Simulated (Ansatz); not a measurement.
Reaction (ligand exchange at the Si–S bond): `S[SiH2][GaH2]` + NH₃ → `N[SiH2][GaH2]` + H₂S

Calculated with Ansatz (gas phase, PBE0-D4/def2-TZVP geometries, no zero-point term in ΔE). CCSD(T)/CBS adds triple-zeta CCSD(T) − MP2 to the extrapolated MP2 energy (def2 sets, frozen cores). This one scheme is used for every species. DFT in def2-TZVPP. HSE06 is defined as in plane-wave codes. For Ga outer-core shells are correlated without core-valence functions, which leaves a few kJ/mol of doubt a bond. Scalar relativity is left out up to krypton. One conformer a species, not always the lowest.

```csv
level,ΔE (eV)
r2SCAN-D4,0.26
B97M-V,0.24
HSE06-D4,0.28
MP2/def2-TZVPP,0.22
```

**Question.** What does CCSD(T)/CBS give? (Best estimate.)

**Answer.** Computed: +0.22 eV. The listed levels differ from it by 0.04, 0.02, 0.06, 0.00 eV.

**Question.** What do rigid-rotor, harmonic-oscillator terms from PBE0-D4/def2-TZVP frequencies (298.15 K, 1 bar) make of the CCSD(T)/CBS value? (Best estimate.)

**Answer.** The calculation gave: ΔZPE = -0.09 eV, ΔH = +0.13 eV, ΔS = -1 J/(mol·K), ΔG = +0.14 eV. Modes under 50 cm⁻¹ make the entropy rough.

Largest T1 diagnostic among the species: 0.013.

From BLYP to BHLYP (50 % exact exchange), in def2-TZVPP and without D4, ΔE moves by −0.06 eV. Leaving LDA and LC-ωPBE aside and taking each functional with its dispersion term where it has one, the values, not all of them listed here, spread over 0.18 eV, from CAM-B3LYP-D4 to revPBE-D4. LDA lies −0.06 eV from PBE without D4.
